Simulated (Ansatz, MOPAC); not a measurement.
Molecule: SiN2H4Cl, net charge 0, doublet state. SMILES: N[Si](N)Cl

Atoms: N1, Si2, N3, Cl4, H5, H6, H7, H8. Bonds: N1-Si2, N1-H5, N1-H6, Si2-N3, Si2-Cl4, N3-H7, N3-H8.

Bond lengths (Å) and angles (degrees) optimised at PM3 with MOPAC; PM6 with MOPAC; B3LYP/LANL2DZ with Ansatz (a program for electronic structure), each started from the B3LYP-D3(BJ)/def2-TZVP structure (Ansatz) of the last column. A row stands for all coordinates that are equal there; 12 of 16 kinds are shown. No wavenumbers were computed at B3LYP/LANL2DZ, so these may be saddle points.

```json
[
 {"coordinate": "N1-Si2", "PM3": "1.756", "PM6": "1.690", "B3LYP/LANL2DZ": "1.735", "B3LYP-D3(BJ)/def2-TZVP": "1.717"},
 {"coordinate": "N1-H5", "PM3": "0.998", "PM6": "1.015", "B3LYP/LANL2DZ": "1.013", "B3LYP-D3(BJ)/def2-TZVP": "1.008"},
 {"coordinate": "N1-H6", "PM3": "0.998", "PM6": "1.010", "B3LYP/LANL2DZ": "1.015", "B3LYP-D3(BJ)/def2-TZVP": "1.009"},
 {"coordinate": "Si2-N3", "PM3": "1.756", "PM6": "1.690", "B3LYP/LANL2DZ": "1.729", "B3LYP-D3(BJ)/def2-TZVP": "1.708"},
 {"coordinate": "Si2-Cl4", "PM3": "2.071", "PM6": "1.972", "B3LYP/LANL2DZ": "2.265", "B3LYP-D3(BJ)/def2-TZVP": "2.106"},
 {"coordinate": "N3-H7", "PM3": "0.998", "PM6": "1.015", "B3LYP/LANL2DZ": "1.013", "B3LYP-D3(BJ)/def2-TZVP": "1.007"},
 {"coordinate": "N3-H8", "PM3": "0.998", "PM6": "1.010", "B3LYP/LANL2DZ": "1.016", "B3LYP-D3(BJ)/def2-TZVP": "1.011"},
 {"coordinate": "N1-Si2-N3", "PM3": "110.6", "PM6": "119.3", "B3LYP/LANL2DZ": "105.9", "B3LYP-D3(BJ)/def2-TZVP": "105.9"},
 {"coordinate": "N1-Si2-Cl4", "PM3": "106.8", "PM6": "120.3", "B3LYP/LANL2DZ": "102.8", "B3LYP-D3(BJ)/def2-TZVP": "104.0"},
 {"coordinate": "N3-Si2-Cl4", "PM3": "106.8", "PM6": "120.3", "B3LYP/LANL2DZ": "116.8", "B3LYP-D3(BJ)/def2-TZVP": "116.6"},
 {"coordinate": "Si2-N1-H5", "PM3": "118.8", "PM6": "122.8", "B3LYP/LANL2DZ": "122.5", "B3LYP-D3(BJ)/def2-TZVP": "120.0"},
 {"coordinate": "Si2-N1-H6", "PM3": "119.3", "PM6": "127.6", "B3LYP/LANL2DZ": "122.4", "B3LYP-D3(BJ)/def2-TZVP": "119.4"}
]
```

Mean signed difference of all 7 bond lengths from B3LYP-D3(BJ)/def2-TZVP: PM3 0.001 Å, PM6 -0.023 Å, B3LYP/LANL2DZ 0.031 Å.
